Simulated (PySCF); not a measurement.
**From a computed spectrum to the compound**

A species of 3 atoms with charge 0 has these harmonic modes (PBE0, small Gaussian bases with core potentials, PySCF 2.14.0):

| cm⁻¹ | km/mol | symmetry |
| --- | --- | --- |
| 806 | 47.9 | πu |
| 806 | 47.9 | πu |
| 1927 | 440.8 | σu+ |
| 2043 | 0.0 | σg+ |

(1) Which species is it, and in which structure?

Results:

(1) HgH2 (singlet):
```xyz
3

Hg    0.0000    0.0000    0.0000
H     0.0000    0.0000    1.6562
H     0.0000    0.0000   -1.6562
```
Ideal gas at 298.15 K and 1 bar: S = 214.5 J/(mol K), Cp = 34.6 J/(mol K), H − H(0 K) = 9.1 kJ/mol (rigid rotor, harmonic modes, spin degeneracy alone). 
 This is one of several that fit.
